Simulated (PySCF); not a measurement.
Ionisation energy of Bi³⁸⁺ by level of theory

Bi³⁸⁺ [Kr] 4d9 [4d3/2^4 4d5/2^5, M_J = 5/2] → Bi³⁹⁺ [Kr] 4d8 [4d3/2^4 4d5/2^4, M_J = 4], as a difference of total energies. Computed with PySCF 2.14 in an uncontracted even-tempered set (16 s from 4.3 bohr⁻², ratio 2.8; 14 p from 5.6 bohr⁻², ratio 2.8; 9 d from 5.6 bohr⁻², ratio 2.8; 3 f from 26 bohr⁻², ratio 3), with the two-component X2C-1e Hamiltonian. Correlated levels: [Ar] 3d10 frozen; the 90 highest virtual spinors dropped. "Screened" scales the spin-orbit matrix elements by Boettger's factors to mimic the two-electron term; Breit and QED terms are absent.

```tsv
method	ionisation energy (eV)
GHF (spin-free)	1851.6
GMP2 (spin-free)	1852.1
GHF (screened spin-orbit)	1839.3
GMP2 (screened spin-orbit)	1839.7
```

Breit and QED terms and the two-electron picture change are absent.

The spin-free rows relax to the high-spin LS determinant and lack the spin-orbit shift.

The labels give the starting determinants; with spin-orbit coupling the two ends relaxed to ⟨J²⟩ = 8.75, ⟨L²⟩ = 6.14, ⟨S²⟩ = 0.89 and ⟨J²⟩ = 20.00, ⟨L²⟩ = 13.21, ⟨S²⟩ = 1.87.

For comparison: 1840 ± 4 eV (theoretical estimate listed by NIST; NIST Atomic Spectra Database, ionization energies).
